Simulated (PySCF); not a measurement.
CsI, SMILES [Cs][I].

Geometry: PBE-D3(BJ)/def2-TZVPD. The def2 effective core potentials stand for the cores of Cs, I; spin–orbit coupling is left out.

All values below come from TDA-CAM-B3LYP/def2-TZVPD run with PySCF.

Vertical excitations; the highest root listed may be one member of a degenerate set. The molecule is in vacuum. State labels are in the subgroup C2v.

Question: Estimate the UV-visible absorptions. (Estimate from the structure and the level; the computed values follow.)

Answer: 
| state | symmetry | energy (eV) | λ (nm) | f | main pairs |
|---|---|---|---|---|---|
| S1 | B2 | 3.65 | 339 | 0.018 | HOMO→LUMO (degenerate set) |
| S2 | B1 | 3.65 | 339 | 0.018 | HOMO−1→LUMO (degenerate set) |
| S3 | A1 | 3.85 | 322 | 0.084 | HOMO−2→LUMO 87 % |
| S4 | A2 | 4.93 | 251 | 0.000 | HOMO−1→LUMO+2, HOMO→LUMO+1 (degenerate set) |
| S5 | A1 | 4.93 | 251 | 0.000 | HOMO→LUMO+2, HOMO−1→LUMO+1 (degenerate set) |
| S6 | A1 | 4.93 | 251 | 0.002 | HOMO−1→LUMO+1, HOMO→LUMO+2 (degenerate set) |
| S7 | B1 | 4.94 | 251 | 0.049 | HOMO−1→LUMO+3 (degenerate set) |
| S8 | B2 | 4.94 | 251 | 0.049 | HOMO→LUMO+3 (degenerate set) |
| S9 | A2 | 4.97 | 250 | 0.000 | HOMO→LUMO+1 46 %, HOMO−1→LUMO+2 46 % |
| S10 | A1 | 5.05 | 246 | 0.014 | HOMO−2→LUMO+3 75 % |
| T1 | B2 | 3.62 | 343 | 0 | HOMO→LUMO (degenerate set) |
| T2 | B1 | 3.62 | 343 | 0 | HOMO−1→LUMO (degenerate set) |
| T3 | A1 | 3.71 | 334 | 0 | HOMO−2→LUMO 87 % |
| T4 | B1 | 4.88 | 254 | 0 | HOMO−1→LUMO+3 71 % |
Triplets are in the Tamm–Dancoff approximation.
